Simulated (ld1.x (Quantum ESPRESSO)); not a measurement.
# sulfur, ultrasoft: configuration errors across variants

```
Element                 : S
Generator               : ld1.x (Quantum ESPRESSO) 7.5
Type                    : ultrasoft
Functional              : PBE
Relativity              : scalar-relativistic
Frozen core             : [Ne]
Valence charge          : 6
Reference configuration : 3s2 3p4
Partial waves           : 3s (bound): rcut 1.20, rcutus 1.65 bohr; 3s channel at 1.95 Ry: rcut 1.20, rcutus 1.65 bohr; 3p (bound): rcut 0.95, rcutus 1.10 bohr; 3p channel at -0.15 Ry: rcut 0.95, rcutus 1.10 bohr; 3d channel at 0.45 Ry: rcut 1.20, rcutus 1.65 bohr
Local potential         : all-electron potential smoothed inside 1.20 bohr (lloc = -1)
Core correction         : a·sin(br)/r model core, default radius (core density twice the valence density)
Augmentation charge     : PSQ, inside the norm-conserving radii
```

All-electron excitation energies from the reference (eV): (1) 3s2 3p3 11.769; (2) 3s2 3p2 34.053; (3) 3s2 3p1 68.094; (4) 3s1 3p5 10.311; (5) 3s2 3p3.5 4.660; (6) 3s0 3p6 20.740; (7) 3s2 3p4.3 -1.709.

The default core radius of the base comes out at 0.87 bohr.

2 further variants failed, have other tests or another functional or relativity, and are left out.

A true bound ghost makes a file unfit for plane-wave use even where its test errors are small: the radial tests pick states by their node count and pass the ghost by.

Errors AE − PS in meV (a dash: test not solved or not reliable):

```csv
change,(1),(2),(3),(4),(5),(6),(7),bound ghosts
base,-0.4,-0.1,+3.5,+0.8,-0.2,+4.1,+0.1,p
"waves 3p (bound): rcut 0.95, rcutus 1.46 bohr; 3p channel at -0.15 Ry: rcut 0.95, rcutus 1.46 bohr",-0.5,+0.5,+6.4,+0.5,-0.3,+2.7,+0.2,none
"wave 3d channel at 0.45 Ry: rcut 1.20, rcutus 1.65 bohr becomes 3d channel at 0.45 Ry: rcut 1.20, rcutus 2.06 bohr",-0.4,-0.1,+3.5,+0.8,-0.2,+4.1,+0.1,p
local potential all-electron potential smoothed inside 1.86 bohr (lloc = -1),-0.6,-0.1,+3.7,+1.0,-0.3,+4.6,+0.2,none
"augmentation built from norm-conserving waves at rcut, not smoothed further",-0.1,+2.4,+14,+1.5,-0.2,+6.6,+0.2,p
"all radii but the core radius scaled by about 1.09 (s 1.80, p 1.20, d 1.80 bohr, rcut 1.32/1.04/1.32); local potential all-electron potential smoothed inside 1.32 bohr (lloc = -1)",-0.7,-1.1,+0.8,–,–,–,–,none
core correction a·sin(br)/r model core inside 0.80 bohr,-0.8,-3.5,-11,-0.3,-0.3,-0.8,+0.1,p
"waves 3s (bound): rcut 1.18, rcutus 1.26 bohr; 3s channel at 1.95 Ry: rcut 1.18, rcutus 1.26 bohr",-0.3,+1.0,+6.9,-0.1,-0.2,+1.0,+0.2,p
local potential all-electron potential smoothed inside 0.85 bohr (lloc = -1),-0.4,0.0,+4.0,+0.8,-0.2,+4.1,+0.1,p
type TM; waves now 3s (bound): rc 1.65 bohr; 3d channel at 0.45 Ry: rc 1.65 bohr; 3p (bound): rc 1.10 bohr; local potential the p channel,+5.0,+31,+93,-0.2,+0.9,+0.2,+0.3,none
```

(1) Give the same row for: wave 3s channel at 1.95 Ry: rcut 1.20, rcutus 1.65 bohr becomes 3s channel at 1.06 Ry: rcut 1.20, rcutus 1.65 bohr.

## Answers

(1) -0.4, -0.1, +3.9, +0.8, -0.2, +4.1, +0.1; bound ghosts: p.
